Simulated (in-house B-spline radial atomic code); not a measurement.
A fraction x of an electron is moved 4p → 4f in neutral palladium, starting from [Kr] 4d10 and keeping the highest spin. Method: scalar-relativistic (X2C) revTPSS, spin-polarised, spherical fractional occupations, Fermi nucleus of rms radius 4.5318 fm. Calculated with a radial B-spline atomic code at the basis-set limit.

```json
{"x": "0", "E(x) - E(0) (eV)": "0.0000", "4p down level (eV)": "-51.393", "4f up level (eV)": "-"}
{"x": "0.25", "E(x) - E(0) (eV)": "13.1262", "4p down level (eV)": "-53.850", "4f up level (eV)": "-0.191"}
{"x": "0.375", "E(x) - E(0) (eV)": "?", "4p down level (eV)": "?", "4f up level (eV)": "?"}
{"x": "0.5", "E(x) - E(0) (eV)": "?", "4p down level (eV)": "?", "4f up level (eV)": "?"}
{"x": "0.625", "E(x) - E(0) (eV)": "33.9320", "4p down level (eV)": "-57.672", "4f up level (eV)": "-0.347"}
{"x": "0.75", "E(x) - E(0) (eV)": "41.1758", "4p down level (eV)": "-58.971", "4f up level (eV)": "-0.392"}
{"x": "0.875", "E(x) - E(0) (eV)": "48.5764", "4p down level (eV)": "-60.258", "4f up level (eV)": "-0.428"}
{"x": "1", "E(x) - E(0) (eV)": "56.1336", "4p down level (eV)": "-61.569", "4f up level (eV)": "-0.470"}
```

(1) What belongs in the row x = 0.375?

(2) What belongs in the row x = 0.5?

(3) Check Janak's theorem between x = 0.625 and 0.75.

## Answers

(1) An energy change of 19.9088 eV; 4p down at -55.117 eV, 4f up at -0.251 eV.

(2) An energy change of 26.8435 eV; 4p down at -56.390 eV, 4f up at -0.302 eV.

(3) The slope of the energy is 57.95 eV; the orbital levels give 57.95 eV (ε of the receiving orbital less ε of the emptying one, averaged over the two points).
